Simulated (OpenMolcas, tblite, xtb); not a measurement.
**InHCl2O (SMILES [OH][In]([Cl])[Cl]): methods side by side**

The species is InHCl2O (5 atoms), meant as a singlet with charge 0. SMILES: `[OH][In]([Cl])[Cl]`. Geometry: relaxed at PBE0-D4/def2-TZVP.

Each level gives the vertical energy of the triplet above the singlet (eV). The values are calculated.

```
                                                    level                   kind     program  value (eV)  less CCSD(T)/def2-SVP  CPU time (all runs)
                                                IPEA1-xTB         semi-empirical      tblite        4.20                  -1.25            under 2 s
                                                 GFN2-xTB         semi-empirical      tblite        3.14                  -2.31            under 2 s
                                                 GFN0-xTB         semi-empirical         xtb        3.57                  -1.88            under 2 s
                             HF/def2-SVP (core potential)           Hartree–Fock  OpenMolcas        4.54                  -0.91                 21 s
                          SVWN5/def2-SVP (core potential)                    LDA  OpenMolcas        4.28                  -1.17              3.5 min
                            PBE/def2-SVP (core potential)                    GGA  OpenMolcas        4.22                  -1.23              2.1 min
                         r2SCAN/def2-SVP (core potential)               meta-GGA  OpenMolcas        4.49                  -0.96              2.5 min
                          BHLYP/def2-SVP (core potential)          global hybrid  OpenMolcas        4.94                  -0.51                 72 s
CCSD(T)/def2-SVP (core potential), open shells restricted  coupled cluster or CI  OpenMolcas        5.45                   0.00              2.2 min
```

Differences are taken from CCSD(T)/def2-SVP (core potential), open shells restricted for orientation; it has basis-set and higher-order errors of its own. Spin-orbit coupling, which can split open shells on such heavy atoms by tenths of an eV, is left out. The values span 3.14 to 5.45 eV. The xTB rows lack spin polarisation, so open shells miss the exchange term that lowers them. In the correlated wave-function rows the outer d shell of In is correlated, in sets not made for it. CPU times are rough (shared hosts, several kinds of processor): they show what a rung costs within a factor of a few.
